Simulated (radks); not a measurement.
Values are calculated unless marked as measured or tabulated.
Spherical quantum dot in the effective-mass picture: electrons in a hard-walled sphere of radius 8.76, all in effective atomic units (hartree* = m*/eps^2 hartree, bohr* = eps/m* bohr), one dielectric constant everywhere. Level of theory: non-relativistic Kohn-Sham, PBEsol, spin-polarised, spherical densities (a radial shooting solver with Libxc functionals). Levels are named by radial order and angular momentum (1s, 1p, 1d, 2s, ...), and open shells are averaged over m.

N = 5, configuration 1s2 1p(up 3, down 0). This is the lowest configuration that the search found. Occupied levels:

level    occupation  eigenvalue (hartree*)  <r> (bohr*)
1s up             1                0.71251        5.578
1s down           1                0.74415        5.419
1p up             3                0.75144        5.863

Energy (hartree*): total 1.93134, kinetic 0.62949, external 0, Hartree 1.9854, exchange-correlation -0.68354.

Electron density:

r (bohr*)  n(r) (e/bohr*^3)
0.235             0.0007855
0.671             0.0008316
1.11              0.0009230
1.54               0.001064
1.98               0.001261
2.42               0.001517
2.85               0.001831
3.29               0.002196
3.73               0.002592
4.17               0.002984
4.60               0.003324
5.04               0.003549
5.48               0.003594
5.91               0.003409
6.35               0.002976
6.79               0.002329
7.22               0.001558
7.66              0.0008284
8.10              0.0003000
8.53             0.00003380
